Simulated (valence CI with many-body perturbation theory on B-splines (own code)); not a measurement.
Au LXXIII: calculated level list

Computed by relativistic CI+MBPT: five valence electrons over a frozen Dirac-Fock core [He], a basis of 9 s, 9 p, 8 d, 6 f, 3 g, 1 h functions for each j, with the one-electron correlation potential Σ1, the two-electron term Σ2, the three-electron term Σ3, Breit, model QED; selected CI, second order for the rest (own B-spline code, finite nucleus).

No measured spectrum was set against this ion. As an estimate, large intervals hold to a few tenths of a per cent, small ones and those within an open d or f shell to about a per cent. Among the levels kept, up to 1100 cm⁻¹ of a level comes from second order outside the variational space, and about a tenth of that is noise between levels of different J, which matters for small intervals.

Levels 46 to 75 of 75, with energies above the lowest level, (2s^2 2p1/2^2 2p3/2) J=3/2. "Leading %" is the weight of the configuration and term that name the level; weights of strongly mixed levels are sums over their largest components and can fall short. In the jj column 3d3/2^4 stands for four electrons in 3d with j = 3/2.

```csv
No.,Configuration,Term,J,E (eV),Leading %,Leading jj,Second component,g
46,2s²2p²3d,⁴D,1/2,12747,78,2s^2 2p1/2 2p3/2 3d3/2 (100 %),15 % 2s²2p²3d ²P,0.253
47,2s²2p²3d,²G,7/2,12757,56,2s^2 2p1/2 2p3/2 3d3/2 (99 %),25 % 2s²2p²3d ²F,0.991
48,2s²2p²3d,²D,5/2,12774,37,2s^2 2p1/2 2p3/2 3d3/2 (99 %),32 % 2s²2p²3d ²F,1.111
49,2s²2p²3d,²D,3/2,12780,47,2s^2 2p1/2 2p3/2 3d3/2 (99 %),18 % 2s²2p²3d ²P,1.094
50,2s²2p²3d,²P,1/2,12791,39,2s^2 2p1/2 2p3/2 3d3/2 (99 %),32 % 2s²2p²3d ⁴P,1.575
51,2s²2p²3d,⁴D,7/2,12874,46,2s^2 2p1/2 2p3/2 3d5/2 (98 %),38 % 2s²2p²3d ⁴F,1.292
52,2s²2p²3d,²P,3/2,12895,41,2s^2 2p1/2 2p3/2 3d5/2 (99 %),24 % 2s²2p²3d ⁴P,1.310
53,2s²2p²3d,²G,9/2,12895,65,2s^2 2p1/2 2p3/2 3d5/2 (100 %),35 % 2s²2p²3d ⁴F,1.159
54,2s²2p²3d,²F,5/2,12897,44,2s^2 2p1/2 2p3/2 3d5/2 (99 %),20 % 2s²2p²3d ⁴P,1.127
55,2s²2p²3d,²D,5/2,12914,57,2s^2 2p1/2 2p3/2 3d5/2 (98 %),27 % 2s²2p²3d ⁴P,1.248
56,2s²2p²3d,²F,7/2,12922,70,2s^2 2p1/2 2p3/2 3d5/2 (98 %),13 % 2s²2p²3d ⁴F,1.122
57,2s²2p²3d,²D,3/2,12931,57,2s^2 2p1/2 2p3/2 3d5/2 (99 %),28 % 2s²2p²3d ²P,0.958
58,2s²2p²3d,²P,1/2,12936,56,2s^2 2p1/2 2p3/2 3d5/2 (99 %),38 % 2s²2p²3d ²S,1.232
59,2s2p³3p,⁴D,7/2,12971,49,2s 2p1/2^2 2p3/2 3p3/2 (97 %),25 % 2s2p³3p ⁶P,1.407
60,2s2p³3p,²P,3/2,12982,31,2s 2p1/2^2 2p3/2 3p3/2 (98 %),28 % 2s2p³3p ⁴P,1.484
61,2s2p³3p,⁴P,5/2,13002,38,2s 2p1/2^2 2p3/2 3p3/2 (99 %),21 % 2s2p³3p ²D,1.393
62,2s2p³3p,²P,1/2,13006,41,2s 2p1/2^2 2p3/2 3p3/2 (100 %),23 % 2s2p³3p ⁴P,1.378
63,2s2p³3p,²D,5/2,13075,33,2s 2p1/2^2 2p3/2 3p3/2 (99 %),21 % 2s2p³3p ⁴P,1.253
64,2s2p³3d,⁴D°,5/2,13080,30,2s 2p1/2^2 2p3/2 3d3/2 (100 %),17 % 2s2p³3d ⁶D°,1.225
65,2s2p³3d,⁴D°,3/2,13086,30,2s 2p1/2^2 2p3/2 3d3/2 (100 %),22 % 2s2p³3d ⁶D°,1.322
66,2s2p³3d,²F°,7/2,13089,26,2s 2p1/2^2 2p3/2 3d3/2 (98 %),22 % 2s2p³3d ⁴F°,1.201
67,2s2p³3d,⁴P°,1/2,13092,47,2s 2p1/2^2 2p3/2 3d3/2 (100 %),25 % 2s2p³3d ⁶D°,2.187
68,2s2p³3p,²P,3/2,13095,37,2s 2p1/2^2 2p3/2 3p3/2 (99 %),13 % 2s2p³3p ⁴D,1.219
69,2s2p³3p,⁴P,1/2,13100,38,2s 2p1/2^2 2p3/2 3p3/2 (99 %),26 % 2s2p³3p ²P,1.734
70,2s2p³3d,²D°,3/2,13177,37,2s 2p1/2^2 2p3/2 3d3/2 (95 %),24 % 2s2p³3d ⁴F°,0.902
71,2s2p³3d,²F°,5/2,13182,37,2s 2p1/2^2 2p3/2 3d3/2 (100 %),21 % 2s2p³3d ⁴G°,0.917
72,2s2p³3d,⁴D°,1/2,13192,46,2s 2p1/2^2 2p3/2 3d3/2 (99 %),31 % 2s2p³3d ²P°,0.597
73,2s2p³3d,⁴F°,9/2,13213,51,2s 2p1/2^2 2p3/2 3d5/2 (100 %),26 % 2s2p³3d ⁶D°,1.316
74,2s2p³3d,⁴D°,5/2,13240,30,2s 2p1/2^2 2p3/2 3d5/2 (100 %),19 % 2s2p³3d ²D°,1.315
75,2s2p³3d,⁴D°,7/2,13247,41,2s 2p1/2^2 2p3/2 3d5/2 (98 %),20 % 2s2p³3d ²F°,1.281
```
